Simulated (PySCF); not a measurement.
**InBi at PBE0**

Level: PBE0. basis In def2-SVP with ECP28, Bi def2-SVP with ECP60; scalar-relativistic core potentials; PySCF 2.14.

| Property | Result |
| --- | --- |
| state | ³Π (triplet), unpaired electrons σ ↑, π ↑, a second solution, started from another occupation |
| bond length | 279.9 pm |
| harmonic wavenumber | 148 cm⁻¹ |
| force constant | 0.959 mdyn/Å |
| rotational constant Be | 0.02901 cm⁻¹ |
| anharmonicity ωexe | 0.332 cm⁻¹ |
| vibration–rotation constant αe | 9.21e-05 cm⁻¹ |
| energy of the minimum from ground-state In + Bi | -1.27 eV |
| bond order (Mayer) | 1.55 |
| dipole moment (positive dipole means In(−)Bi(+)) | -2.03 D |

These are scalar-relativistic numbers at best; spin–orbit coupling would shift them, the dissociation energy most.
